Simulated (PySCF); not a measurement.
Several molecules and their computed UV-vis stick spectra, shuffled. Level of theory: PySCF 2.14.0, density-fitted response routines, TDDFT CAM-B3LYP/def2-SVPD, vertical, gas phase, core orbitals frozen in the response. Geometries: PBE0-D3(BJ)/def2-SVP; one conformer of each isolated species. Triplets are in the Tamm–Dancoff approximation. Relativistic effects are left out although some hold elements past zinc.

A. `[SiH2](C#[C][GeH3])F`
B. `C=[CH][Ge@H]([NH2])[S][GeH3]`
C. `[H][Si](Br)(Br)Br`
D. `C[C](C)(C)[GeH]1[CH2]C=C[CH2]1`

Lowest singlet levels (six at most, fewer where fewer were computed) with oscillator strengths:

1. 5.62 eV (f 0.008); 5.98 eV (f 0.017); 6.03 eV (f 0.009); 6.24 eV (f 0.039); 6.77 eV (f 0.040); 6.80 eV (f 0.002); T1 4.29 eV
2. 6.15 eV (f 0.000); 6.54 eV (f 0.055 summed over 2 states); 6.63 eV (f 0.023); 6.95 eV (f 0.070 summed over 2 states); 7.43 eV (f 0.016 summed over 2 states); 7.59 eV (f 0.000) [of 10 roots; the last level is left out, as the window may have cut its degenerate partner]; T1 5.74 eV
3. 6.69 eV (f 0.010); 6.98 eV (f 0.129); 7.18 eV (f 0.001); 7.28 eV (f 0.021); 7.34 eV (f 0.015); 7.54 eV (f 0.007); T1 4.28 eV
4. 5.39 eV (f 0.000); 5.78 eV (f 0.002); 5.90 eV (f 0.000); 7.57 eV (f 0.000); 7.71 eV (f 0.012); 7.83 eV (f 0.031); T1 4.56 eV

Question: Match each spectrum to its molecule.

Answer: 1 = B, 2 = C, 3 = D, 4 = A.
- A: S1 at 5.39 eV, HOMO→LUMO (85%); Löwdin shares by element: HOMO carbon 72%, silicon 7%, germanium 7%; LUMO carbon 46%, silicon 23%, germanium 9% (atoms not listed hold the other 21%); HOMO -9.61 and LUMO -0.04 eV.
- B: S1 at 5.62 eV, HOMO→LUMO (51%), HOMO→LUMO+1 (36%); Löwdin shares by element: HOMO sulfur 71%, germanium 15%; LUMO carbon 39%, germanium 14% or more, sulfur 11% (atoms not listed hold the other 36%); HOMO -8.35 and LUMO 0.38 eV.
- C: S1 at 6.15 eV, HOMO→LUMO (93%); Löwdin shares by element: HOMO bromine 100%; LUMO bromine 73%, silicon 21%; HOMO -9.89 and LUMO -0.37 eV; point group C3v, 2 of its 9 listed states under f = 0.0005.
- D: S1 at 6.69 eV, HOMO→LUMO (58%), HOMO→LUMO+3 (33%); Löwdin shares by element: HOMO carbon 72% or more (atoms not listed hold the other 28%); LUMO carbon 19% or more, germanium 17% (atoms not listed hold the other 64%); HOMO -8.23 and LUMO 1.22 eV; point group Cs.
